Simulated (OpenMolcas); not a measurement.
**Nb2+: effect of the IPEA shift**

* Program: OpenMolcas
* Basis: ANO-RCC-VTZP [7s6p4d2f1g]
* Scalar Hamiltonian: DKH2, point nucleus
* Active space: 3 electrons in 9 orbitals (RAS2 4d 5s; RAS3 5p, at most 2 electrons)
* State averaging: 2S+1 = 4 even, 20 roots; 2S+1 = 2 even, 70 roots kept (CI in the orbitals of an earlier block); 2S+1 = 4 odd, 45 roots; 2S+1 = 2 odd, 80 roots kept (CI in the orbitals of an earlier block)
* Spin-orbit coupling: RASSI with atomic mean-field integrals over the reference wave functions, term energies averaged over their components

Methods on the same reference wave functions:
A. RASSCF
B. MS-RASPT2, IPEA 0 Eh, imaginary shift 0.1 Eh (closed shells correlated: 4s 4p)
C. MS-RASPT2, IPEA 0.25 Eh, imaginary shift 0.1 Eh (closed shells correlated: 4s 4p)

Energies in cm⁻¹ above 4d³ ⁴F_3/2, the measured ground level; measured values from the list in Shadmi, J. Res. Natl. Bur. Stand. 70A, 435 (1966).

| Level | A | B | C | Measured |
| --- | --- | --- | --- | --- |
| 4d³ ⁴F_3/2 | 0.0 | 0.0 | 0.0 | 0.0 |
| 4d³ ⁴F_5/2 | 525 | 541 | 538 | 516 |
| 4d³ ⁴F_7/2 | 1209 | 1228 | 1226 | 1177 |
| 4d³ ⁴F_9/2 | 2013 | 2010 | 2020 | 1939 |
| 4d³ ⁴P_3/2 [70 %] | 11139 | 8460 | 8770 | 8608 |
| 4d³ ⁴P_1/2 | 11155 | 8580 | 8850 | 8664 |
| 4d³ ²G_7/2 | 11822 | 9160 | 9720 | 9236 |
| 4d³ ⁴P_5/2 | 12066 | 9580 | 9790 | 9594 |
| 4d³ ²G_9/2 | 12426 | 9770 | 10310 | 9804 |
| 4d³ ²P_1/2 | 13653 | 10430 | 10970 |  |
| 4d³ ²H_9/2 | 16226 | 13270 | 13680 | 12916 |
| 4d³ ²D_3/2(1) [73 %] | 16421 | 12920 | 13480 |  |
| 4d³ ²H_11/2 | 16616 | 13630 | 14040 | 13264 |
| 4d³ ²D_5/2(1) | 16677 | 13090 | 13700 | 13094 |
| 4d³ ²F_7/2 | 25054 | 19760 | 20450 | 19861 |
| 4d³ ²F_5/2 | 25104 | 19880 | 20570 | 19975 |
| 4d² 5s ⁴F_3/2 | 26772 | 27060 | 26810 | 25220 |
| 4d² 5s ⁴F_5/2 | 27273 | 27550 | 27300 |  |
| 4d² 5s ⁴F_7/2 | 27952 | 28240 | 27990 |  |
| 4d² 5s ⁴F_9/2 | 28803 | 29100 | 28860 | 27374 |
| 4d² 5s ²F_5/2 | 37284 | 34470 | 34590 | 33658 |
| 4d² 5s ⁴P_1/2 | 38048 | 36140 | 36190 | 34514 |
| 4d² 5s ⁴P_3/2 | 38330 | 36350 | 36440 | 34807 |
| 4d² 5s ²F_7/2 | 38520 | 35780 | 35870 | 35079 |

Deviations, from unrounded energies. A percentage is the sum of absolute deviations over the sum of measured energies, with the sign that they share, or ± where signs differ.

| Against measurement | Levels | A | B | C |
| --- | --- | --- | --- | --- |
| mean absolute deviation (cm-1) | 19 | 2700 | 510 | 690 |
| fine structure of the ground term (%) | 3 | +3.2 | +4.2 | +4.1 |
| other terms of the ground configuration (%) | 10 | +26.6 | ±1.0 | +3.9 |
| other configurations (%) | 6 | +9.0 | +4.3 | +4.3 |

B lies closest to measurement on these levels and A furthest from it. The largest miss of B in the table is 4d² 5s ⁴F_3/2, by +1800 cm-1. The ranking rests on the paired levels alone, and a cruder setting can come out closer through cancelling errors.

Between B and C the level of the table that moves most is 4d³ ²F_5/2, by 690 cm-1 (lowest in B, highest in C). Moves below CASPT2's spread within the term are not significant.

The mean deviations of B to C differ by less than CASPT2's widest spread within a term (870 cm-1), so their order carries little weight.

From A to B the spin-free energies of the other terms of 4d³ shown, above ⁴F, scale by factors of 0.73 to 0.80, as is usual when dynamic correlation screens the repulsion within a d or f shell.

The lowest spin-free term lies below A's lowest term by 0.294 hartree in B, 0.285 hartree in C.

Term energies are means over components that CASPT2 splits; among the terms shown or strongly mixed into the levels shown the widest spread is 870 cm-1 (4d² 5s ⁴F, B). Terms from blocks run as CI alone lack orbitals of their own. A single d shell beside an s shell can misplace configurations of different d count against each other. Without dynamic correlation excited terms often stand tens of per cent too high (terms of higher spin than the ground term too low), and those without a measured partner can miss by more than the paired ones (holds for A). Blocks of more than 70 roots (2S+1 = 2 odd) ran without multistate coupling (holds for B; C). Computed and measured levels are paired by configuration, term and J; levels that our copy of the source lacks, or whose pairing is in doubt (as where it misses far off the trend of its configuration), stay unpaired and out of the deviations. Levels of configurations outside the active space are missing. The table leaves out levels that lie high or whose names do not pair safely across all columns.

A share in square brackets marks a mixed level and gives the weight of the term that names it, the lowest over the columns. A number in round brackets counts repeated terms of one configuration in the order of the reference energies.
